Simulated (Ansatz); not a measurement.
Worked example: the barrier

An elementary step of Si$_{2}$H$_{3}$F$_{3}$, closed shell (Si₂H₃F₃ ([F][Si]([F])([F])[SiH3]) → SiH₃F ([F][SiH3]) + SiF₂; bonds formed: Si1–F3; bonds broken: Si1–Si2, Si2–F3). “Start” is the structure reached by relaxing down from the saddle towards the reactants; PBE0-D4/def2-TZVP structures. The saddle:

```xyz
8
angstrom
Si -0.5943 -0.4850 0.8800
Si 0.2600 0.7132 -1.1351
F 1.1106 -0.2871 0.1359
F 0.7870 -0.0201 -2.4476
F 1.1453 2.0359 -1.0674
H -1.2005 0.6966 1.5321
H -1.5580 -1.3498 0.1643
H 0.0499 -1.3036 1.9378
```

Computed with Ansatz 0.2.0 (basis: def2-TZVPP and def2-QZVPP); correlated methods freeze the cores.

Energies in eV:

| quantity | saddle | start |
| --- | --- | --- |
| Hartree–Fock, triple zeta (X = 3) | -23897.01865 | -23899.82744 |
| Hartree–Fock, quadruple zeta (X = 4) | -23897.94557 | -23900.73813 |
| MP2 correlation, X = 3 | -27.22985 | -26.77553 |
| MP2 correlation, X = 4 | -29.75635 | -29.29401 |
| CCSD(T) correlation, X = 3 | -28.80454 | -28.34294 |

**Question.** Work out the barrier at the basis limit: extrapolate Hartree–Fock as E(X) = E∞ + A exp(−7.88 √X) and the MP2 correlation as E(X) = E∞ + B X^−2.97 (the exponents that Neese and Valeev fitted for def2-TZVPP and QZVPP), then add CCSD(T) − MP2 in triple zeta.

**Answer.** Each step is linear, so take the differences first (saddle − start): Hartree–Fock 2.80879 (X = 3) and 2.79256 (X = 4); MP2 correlation -0.45432 and -0.46234; CCSD(T) correlation -0.46160.
Two points give E∞ = E(4) + w [E(4) − E(3)], with w = 1/(exp(7.88 (2 − √3)) − 1) = 0.1377 for Hartree–Fock and w = 1/((4/3)^2.97 − 1) = 0.7407 for the correlation.
Hartree–Fock: 2.79256 + 0.1377 × (-0.01623) = 2.7903 eV.
MP2 correlation: -0.46234 + 0.7407 × (-0.00802) = -0.4683 eV.
CCSD(T) − MP2: -0.46160 − (-0.45432) = -0.0073 eV.
Sum: 2.7903 + (-0.4683) + (-0.0073) = 2.3147 eV, or 53.38 kcal/mol. Plain CCSD(T) in triple zeta gives 2.3472 eV, so the larger basis shifts the result by -0.0325 eV.

The T1 diagnostic stays at or below 0.014.

Losses and insertions of silylenes and their heavier kin drive the gas-phase chemistry of silicon and germanium vapour deposition.

Labels in which every atom is bracketed show which atoms are joined, not bond orders.

For scale, one of the runs: CCSD(T)/def2-TZVPP, 219 basis functions, launched by `ansatz run in.yaml --threads 4 --pin off --events-out ev --progress --plain --max-ram 9574MiB`. The run took 85 s on 4 CPU threads of an Arm Neoverse V2 (shared host), with 3.4 GiB of host memory at its peak.
